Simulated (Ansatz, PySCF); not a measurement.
Cl₂OTi, triplet, geometry from GFN2-xTB (such geometries of metal compounds can be far from the true shape) (the multiplicity is a formal guess). Base run: PySCF with CASSCF(2,4)/STO-3G.

The PySCF input:
```python
from pyscf import gto, scf, mcscf
import numpy

mol = gto.Mole()
mol.atom = '''
    Ti   -0.25393257    0.19354860   -0.18169691
    Cl    1.67846960   -0.12938756   -1.04236339
    Cl   -0.69301964   -0.62172704    1.74748449
    O    -1.39576661    1.06385988   -0.99871585
'''
mol.basis = 'sto-3g'
mol.spin = 2
mol.verbose = 4
mol.build()

mf = scf.ROHF(mol)
mf.kernel()
mc = mcscf.CASSCF(mf, 4, 2)
mc.fix_spin_(ss=2.0)
mc.kernel()
occ = numpy.linalg.eigvalsh(mc.fcisolver.make_rdm1(mc.ci, mc.ncas, mc.nelecas))[::-1]
ss = mc.fcisolver.spin_square(mc.ci, mc.ncas, mc.nelecas)[0]
print('natural occupations', occ.round(4), ' <S^2>', round(ss, 4))
```

Programs used: Ansatz (a quantum-chemistry and plane-wave program), PySCF; a row that names a program was run with it.

Each row names what was changed in the base input (with any setting that the change needs).

```
change                                                ΔE vs base (kcal/mol)                 natural occupations  <S^2> of the state        outcome
----------------------------------------------------  ---------------------  ----------------------------------  ------------------  -------------
base                                                                  0.000                 1.00 1.00 0.00 0.00                2.00      converged
orbitals = fixed (CASCI)                                              0.000                 1.00 1.00 0.00 0.00                2.00      converged
active space = 10 electrons, 8 orbitals                                   -                                   -                   -  not converged
code = ansatz                                                        -0.061                                   -                   -      converged
code = ansatz; correction = SC-NEVPT2, all electrons                  -83.8                                   -                   -      converged
orbitals = fixed (CASCI); correction = SC-NEVPT2                      -82.9                 1.00 1.00 0.00 0.00                2.00      converged
active space = 4 electrons, 4 orbitals                               -0.001                 2.00 1.00 1.00 0.00                2.00      converged
active space = 8 electrons, 9 orbitals                                    -                                   -                   -  not converged
active space = 8 electrons, 7 orbitals                                -6.00  2.00 2.00 2.00 1.00 1.00 0.01 0.00                2.00      converged
active space = 4 electrons, 5 orbitals                                -2.62            2.00 1.00 1.00 0.00 0.00                2.00      converged
correction = SC-NEVPT2                                                -82.9                 1.00 1.00 0.00 0.00                2.00      converged
```

Active orbitals are taken around the Fermi level unless the row says otherwise; CASSCF can end in different local minima, and two programs can end on different orbitals. State-averaged rows give the lowest state.

Open shells are given as the SCF converged; they aren't shown to be the lowest states, and a large step between rows can be another state.
